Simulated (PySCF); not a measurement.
C4H13NSi.

```xyz
19

C     -2.8338    -0.2452     0.7191
C     -1.3604    -0.5958     0.5507
N     -0.7935     0.1026    -0.5938
C      0.6531    -0.0049    -0.8011
C      1.2224    -1.4338    -0.8408
Si     1.5708     1.1533     0.4115
H     -3.2658    -0.7530     1.5956
H     -2.9605     0.8415     0.8393
H     -3.4170    -0.5553    -0.1649
H     -0.8050    -0.2881     1.4527
H     -1.2517    -1.7011     0.4931
H     -1.2880    -0.1793    -1.4406
H      0.8529     0.4627    -1.7830
H      2.2855    -1.4296    -1.1299
H      1.1480    -1.9368     0.1367
H      0.6760    -2.0521    -1.5746
H      1.3561     0.7587     1.8357
H      3.0404     1.0888     0.1426
H      1.1054     2.5566     0.2252
```
Charge 0, spin multiplicity 1.

Geometry: B3LYP-D3(BJ)/def2-SVP. The structure was generated by enumeration; whether it is a known compound was not checked. The values are those of a single conformer.

Computed with B3LYP/pcSseg-1 run with PySCF. Non-relativistic, no solvent.

Question: Give the absolute GIAO shielding of each atom: isotropic value and principal components (ppm). (Estimate from the structure and the level; the computed values follow.)

Answer: 
```
atom  σ(iso)    σ11    σ22    σ33  span
----  ------  -----  -----  -----  ----
C1     160.0  145.3  154.7  179.9  34.6
C2     137.5  123.5  130.4  158.7  35.3
N3     194.0  153.1  192.4  236.5  83.4
C4     136.0  109.7  129.9  168.3  58.7
C5     159.1  137.3  160.5  179.5  42.3
Si6    406.9  364.3  397.3  459.1  94.7
H7      30.2   26.1   27.5   36.9  10.7
H8      30.1   26.3   28.4   35.5   9.2
H9      30.5   26.7   28.8   36.0   9.4
H10     29.0   23.9   30.3   32.8   9.0
H11     28.5   23.0   29.4   33.2  10.2
H12     31.3   22.3   32.5   39.0  16.7
H13     28.6   25.3   27.6   33.1   7.8
H14     30.2   25.8   28.5   36.4  10.6
H15     29.7   26.3   29.0   33.9   7.6
H16     30.4   26.9   27.7   36.4   9.5
H17     27.5   24.0   27.1   31.3   7.3
H18     27.8   24.3   26.1   33.0   8.7
H19     27.6   24.4   25.6   32.8   8.4
```
